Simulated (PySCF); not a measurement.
## S⁺ (sulfur, charge +1) across methods

[Ne] 3s2 3p2 3d1, one real determinant (an excited configuration). Computed with PySCF 2.14 in aug-cc-pV(Q+d)Z with one added diffuse shell each of s, p, d, f, g type (8s7p6d4f3g, 114 functions), with the non-relativistic Hamiltonian (point nucleus). The B2PLYP total includes its PT2 part (frozen core); its orbital energies are those of the SCF part.

```tsv
method	E (hartree)	mean ε 3s β (eV)	mean ε 3p α (eV)	mean ε 3d α (eV)	Σ⟨r²⟩ (bohr²)	⟨S²⟩
PBE0	-397.0957	-29.616	-21.768	-7.234	27.40	3.751
wB97M-V	-397.2172	-32.211	-23.646	-8.812	26.89	3.750
UHF	-396.64269	-32.575	-26.143	-8.472	28.43	3.753
```

(1) Estimate the same row for B2PLYP.

⟨L²⟩ = 7.73 against 12 for a pure F term, so this real determinant mixes terms. The outer electron is Rydberg-like, and this basis confines it to a smaller radius and binds it less than a complete one would.

## Answers

(1) E (hartree) = -397.1187; mean ε 3s β (eV) = -30.900; mean ε 3p α (eV) = -23.207; mean ε 3d α (eV) = -7.615; Σ⟨r²⟩ (bohr²) = 27.63; ⟨S²⟩ = 3.751.
